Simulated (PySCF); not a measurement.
Geometries of 2 isomers of CH8BrNSi2, from PBE0-D3(BJ)/def2-SVP geometry optimisation, gas phase (PySCF). One conformer each, no zero-point energy, no frequencies.

**Question.** Which isomer lies lower at this level?
A.
```xyz
13
angstrom
C     -0.678    0.964    0.574
Si     0.646   -0.011    1.475
N      1.324   -1.202    0.409
Si     2.500    1.299    2.065
Br     4.058   -0.181    2.743
H     -0.273    1.411   -0.346
H     -1.519    0.308    0.296
H     -1.080    1.767    1.211
H      0.064   -0.527    2.763
H      0.712   -1.875   -0.042
H      2.188   -1.651    0.699
H      3.088    2.064    0.924
H      2.270    2.244    3.198
```
B.
```xyz
13
angstrom
Si    -1.830    0.424    0.459
N     -0.865   -0.651   -0.504
C      0.543   -0.930   -0.317
Si     1.631    0.602   -0.095
Br     3.736   -0.144   -0.083
H     -3.195    0.423   -0.142
H     -1.940    0.063    1.912
H     -1.230    1.793    0.398
H     -1.367   -1.420   -0.936
H      0.957   -1.420   -1.216
H      0.766   -1.618    0.526
H      1.406    1.296    1.204
H      1.473    1.558   -1.226
```

**Answer.** A. That is `C[Si@@H](N)[SiH2]Br`, 22.1 kcal/mol below the other.

```json
{"SMILES": "C[Si@@H](N)[SiH2]Br", "atoms numbered as above": "[CH3:1][Si@@H:2]([NH2:3])[SiH2:4][Br:5]", "E (Eh)": "-3249.68126", "relative (kcal/mol)": "0.0", "relative (kJ/mol)": "0.0", "dipole (D)": "2.36"}
{"SMILES": "[SiH3]NC[SiH2]Br", "atoms numbered as above": "[SiH3:1][NH:2][CH2:3][SiH2:4][Br:5]", "E (Eh)": "-3249.64609", "relative (kcal/mol)": "22.1", "relative (kJ/mol)": "92.3", "dipole (D)": "1.96"}
```

As drawn, the lower has an Si–Si bond, which the higher lacks.
